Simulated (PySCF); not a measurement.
Two-dimensional NMR puzzle

Compound of formula C₆H₁₀Si. Correlations simulated from computed shifts and the bond graph:

HSQC (one-bond C–H):
| δH | δC |
| --- | --- |
| 7.87 | 172.0 |
| 5.87 | 122.3 |
| 2.64 | 37.0 |
| 2.53 | 37.0 |
| 1.85 | 17.3 |
| 1.79 | 37.0 |

COSY cross peaks (H two or three bonds apart, from the bond graph; peaks can be absent where the dihedral angle is near 90°):
| δH | δH |
| --- | --- |
| 7.87 | 5.87 |
| 7.87 | 2.53 |
| 5.87 | 4.59 |
| 4.59 | 1.85 |
| 2.64 | 2.53 |
| 2.64 | 1.85 |
| 2.64 | 1.79 |
| 2.53 | 1.79 |
| 1.85 | 1.79 |

HMBC (two and three bonds, from the bond graph):
| δH | δC |
| --- | --- |
| 7.87 | 122.3, 37.0, 37.0 |
| 5.87 | 172.0, 37.0, 17.3 |
| 4.59 | 172.0, 122.3, 37.0, 17.3 |
| 2.64 | 172.0, 37.0, 37.0, 17.3 |
| 2.53 | 172.0, 122.3, 37.0, 17.3 |
| 1.85 | 122.3, 37.0, 37.0 |
| 1.79 | 172.0, 37.0, 37.0, 17.3 |

Theoretical values (PySCF): structure optimised with GFN2-xTB, GIAO PBE0/pcSseg-1 shieldings. Isolated molecule, rapidly exchanging positions averaged, a single conformation, no relativistic terms.

Chemical shifts δ = σref − σ; TMS for 1H (σ = 31.72 ppm) and 13C (σ = 186.93 ppm), all at this level.

Exchangeable hydrogens are left out of these lists.

Problem. Which molecule is this?

Solution. `C1=C[SiH2][C@H]2C[C@@H]1C2`.

Atoms are numbered as in `[CH:1]1=[CH:2][C@H:3]2[CH2:4][C@H:5]([CH2:6]2)[SiH2:7]1`. Each H is labelled by its parent atom. Ha(C4), Ha(C6) are cis to C2 on the ring; Hb(C4), Hb(C6) are trans to C2 on the ring.

δC 172.0 is C2, an alkene CH (δH 7.87). δC 122.3 is C1, an alkene CH (δH 5.87). δC 37.0 is C3, an allylic sp3 CH (δH 2.53). δC 37.0 is C4/C6, an sp3 CH2 in a ring (δH 1.79, 2.64). δC 17.3 is C5, an sp3 CH bonded to Si (δH 1.85). COSY links 7.87–5.87, 7.87–2.53, 5.87–4.59, 4.59–1.85, 2.64–2.53, 2.64–1.85.

The shifts were computed for this structure.

Shifts are as computed. Against solution values, carbons near 30 ppm lie about +3 ppm off and those near 130 ppm about +5 ppm. Of 1211 compounds with measured shifts, 218 miss one by over three times the rms of a fit or turn the order of signals round; such compounds aren't used in these exercises.
